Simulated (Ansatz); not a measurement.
`C=[CH][Ga]([F])[Br]` + HBr → `[F][Ga]([Br])[Br]` + `C=C`  (ligand exchange at a Ga–C bond)

Gas-phase electronic energies from Ansatz, PBE0-D4/def2-TZVP geometries. CBS: MP2 limit from def2 TZ/QZ plus the TZ coupled-cluster correction, frozen cores. This one scheme is used for every species. DFT in def2-TZVPP. B3LYP here is the variant with VWN-RPA as its local correlation; programs differ in this. HSE06 is defined as in plane-wave codes. For Br, Ga outer-core shells are correlated without core-valence functions, which leaves a few kJ/mol of doubt a bond. Scalar relativity is left out up to krypton. One conformer a species, not always the lowest.

```csv
level,ΔE (kcal/mol),difference from CCSD(T)/CBS
PBE-D4,-25.1,0.3
revPBE-D4,-24.9,0.5
r2SCAN-D4,-26.6,-1.2
HSE06-D4,-26.4,-1.0
ωB97X-V,-26.3,-0.9
ωB97M-V,-26.1,-0.7
B2PLYP,-26.7,-1.3
BLYP,-25.8,-0.4
B3LYP,-26.7,-1.3
LC-ωPBE,-25.8,-0.4
HF/def2-SVP,-29.7,-4.3
CCSD/def2-TZVPP,-26.1,-0.7
CCSD(T)/def2-TZVPP,-25.6,-0.2
HF/CBS(def2),-30.8,-5.4
MP2/CBS(def2),-25.7,-0.3
CCSD/CBS(def2),-25.9,-0.5
CCSD(T)/CBS,-25.4,0
```

Largest T1 diagnostic among the species: 0.012.

From BLYP to BHLYP (50 % exact exchange), in def2-TZVPP and without D4, ΔE moves by −2.4 kcal/mol. Leaving LDA and LC-ωPBE aside and taking each functional with its dispersion term where it has one, the values, not all of them listed here, spread over 3.2 kcal/mol, from BHLYP-D4 to revPBE-D4. LDA lies +2.0 kcal/mol from PBE without D4.

CCSD(T)/CBS has its own doubt, a few kJ/mol and more with outer-core shells, so smaller differences from it don't rank the levels.
